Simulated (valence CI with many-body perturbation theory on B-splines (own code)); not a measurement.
# Missing levels of Tb³⁴⁺

Method: valence CI with perturbative core correlation (CI+MBPT): three valence electrons over a frozen Dirac-Fock core [Ar] 3d10, a basis of 11 s, 11 p, 10 d, 8 f, 5 g, 2 h functions for each j, with the one-electron correlation potential Σ1 (screened to all orders), the two-electron term Σ2, the three-electron term Σ3, Breit, model QED; selected single and double excitations, second order for the rest, scaled by the run's own slope (own B-spline code, finite nucleus).

The last digits are not significant, and no measured levels were compared; by estimate large intervals hold to a few tenths of a per cent, small ones and those within an open d or f shell to about a per cent.

| Level | E (cm⁻¹) |
| --- | --- |
| (4s^2 4p1/2) J=1/2 | 0 |
| (4s^2 4p3/2) J=3/2 | ? |
| (4s 4p1/2^2) J=1/2 | ? |
| (4s 4p1/2 4p3/2) J=3/2 [a] | ? |
| (4s 4p1/2 4p3/2) J=5/2 | 968630 |
| (4s 4p1/2 4p3/2) J=3/2 [b] | 1047200 |
| (4s 4p1/2 4p3/2) J=1/2 | 1071100 |
| (4s 4p3/2^2) J=5/2 | 1330200 |
| (4s^2 4d3/2) J=3/2 | 1415200 |
| (4s 4p3/2^2) J=1/2 | 1465300 |
| (4s 4p3/2^2) J=3/2 | ? |
| (4s^2 4d5/2) J=5/2 | 1531600 |
| (4p1/2^2 4p3/2) J=3/2 | 1660300 |
| (4s 4p1/2 4d3/2) J=3/2 [a] | ? |
| (4s 4p1/2 4d3/2) J=5/2 | 1937200 |
| (4p1/2 4p3/2^2) J=3/2 | ? |
| (4p1/2 4p3/2^2) J=5/2 | 2008300 |
| (4s 4p1/2 4d3/2) J=1/2 | 2032600 |
| (4s 4p1/2 4d3/2) J=3/2 [b] | 2037400 |
| (4s 4p1/2 4d5/2) J=5/2 [a] | 2057800 |

Levels are named by their leading jj configuration (3d3/2^4 stands for four electrons in 3d with j = 3/2), which in mixed levels can hold well under half, so a name can repeat and another be missing. Letters in brackets count levels of one name in rising energy.

**Question.** The levels stand in rising order. What does the calculation give for the missing energies?

**Answer.** (4s^2 4p3/2) J=3/2 393690; (4s 4p1/2^2) J=1/2 601450; (4s 4p1/2 4p3/2) J=3/2 [a] 915440; (4s 4p3/2^2) J=3/2 1506500; (4s 4p1/2 4d3/2) J=3/2 [a] 1904600; (4p1/2 4p3/2^2) J=3/2 1991700.
